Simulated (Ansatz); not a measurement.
`CO[Si@@H](N)[Si@H](N)F` → `N[SiH2]F` + `CO[Si]N`  (silylene formation by 1,1-elimination)

Program: Ansatz. Geometries: PBE0-D4/def2-TZVP. ΔE: electronic, gas phase. CCSD(T)/CBS adds triple-zeta CCSD(T) − MP2 to the extrapolated MP2 energy (def2 sets, frozen cores). Functionals use def2-TZVPP. B3LYP here is the variant with VWN-RPA as its local correlation; programs differ in this. One conformer a species, not always the lowest.

| level | ΔE (kcal/mol) | difference from CCSD(T)/CBS |
| --- | --- | --- |
| PBE-D4 | 27.8 | 1.7 |
| BLYP-D4 | 23.2 | -2.9 |
| r2SCAN-D4 | 29.3 | 3.2 |
| B3LYP-D4 | 25.6 | -0.5 |
| BHLYP-D4 | 28.2 | 2.1 |
| CAM-B3LYP-D4 | 26.5 | 0.4 |
| ωB97X-V | 28.9 | 2.8 |
| BHLYP | 23.4 | -2.7 |
| CAM-B3LYP | 23.1 | -3.0 |
| LC-ωPBE | 29.4 | 3.3 |
| RPA@PBE/def2-TZVPP | 21.4 | -4.7 |
| CCSD/def2-SVP | 21.2 | -4.9 |
| HF/def2-QZVPP | 20.8 | -5.3 |
| SCS-MP2/def2-QZVPP | 24.9 | -1.2 |
| HF/CBS(def2) | 20.8 | -5.3 |
| MP2/CBS(def2) | 27.7 | 1.6 |
| CCSD(T)/CBS | 26.1 | 0 |

Largest T1 diagnostic among the species: 0.013.

In def2-TZVPP, CCSD(T) changes the Hartree–Fock value by +3.6 kcal/mol (the triples alone add +0.5 kcal/mol) and MP2 by +5.2 kcal/mol. From r2SCAN to r2SCAN0 (25 % exact exchange), in def2-TZVPP and without D4, ΔE moves by +0.9 kcal/mol.
